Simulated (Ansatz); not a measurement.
Reactions of CH5GeNS (`S[CH]1[NH][GeH2]1`).

Isolated molecules relaxed with PBE0-D4/def2-TZVP in Ansatz; ΔE leaves out vibrations. CBS: MP2 limit from def2 TZ/QZ plus the TZ coupled-cluster correction, frozen cores. This one scheme is used for every species, atoms too. DFT in def2-TZVPP. No spin–orbit coupling; open shells (•) take unrestricted orbitals. Spin–orbit coupling would lower the free atoms: a little for C, S; clearly for Ge. For Ge outer-core shells are correlated without core-valence functions, so the limit isn't a true one: a few kJ/mol of doubt a bond, and 10 to 20 or more in all where bonds break to atoms. Scalar relativity is left out up to krypton. One conformer a species, not always the lowest.

```
                                                                                  reaction  CCSD(T)/CBS(def2) (eV)
                                              `S[CH]1[NH][GeH2]1` → `[SH][GeH]1[CH2][NH]1`                   -0.93
                                                     `S[CH]1[NH][GeH2]1` → `C[S][Ge][NH2]`                       ?
                                                  `S[CH]1[NH][GeH2]1` → `N=[CH][GeH2][SH]`                   -1.36
                                           `S[CH]1[NH][GeH2]1` → C• + Ge• + 5 H• + N• + S•                       ?
                                      `S[CH]1[NH][GeH2]1` + H₂ → `[CH2]1[NH][GeH2]1` + H₂S                   -0.67
`S[CH]1[NH][GeH2]1` + `F[Si](F)([SiH3])Cl` → `[F][Ge@H]1[NH][C@@H]1S` + `F[SiH]([SiH3])Cl`                       ?
                                                    `S[CH]1[NH][GeH2]1` → `N=[C](S)[GeH3]`                   -0.72
                                     `S[CH]1[NH][GeH2]1` + H₂O → `O[CH]1[NH][GeH2]1` + H₂S                    0.55
                                                 `S[CH]1[NH][GeH2]1` → `[NH2][GeH2][CH]=S`                   -1.04
                                              `S[CH]1[NH][GeH2]1` → `[NH2][GeH]1[CH2][S]1`                   -1.89
```

Fill in the missing values. (Estimate.)

Ansatz gave: `S[CH]1[NH][GeH2]1` → `C[S][Ge][NH2]`: -2.88 eV; `S[CH]1[NH][GeH2]1` → C• + Ge• + 5 H• + N• + S•: +28.95 eV; `S[CH]1[NH][GeH2]1` + `F[Si](F)([SiH3])Cl` → `[F][Ge@H]1[NH][C@@H]1S` + `F[SiH]([SiH3])Cl`: +1.15 eV.

Largest T1 diagnostic: 0.014, for `O[CH]1[NH][GeH2]1`.
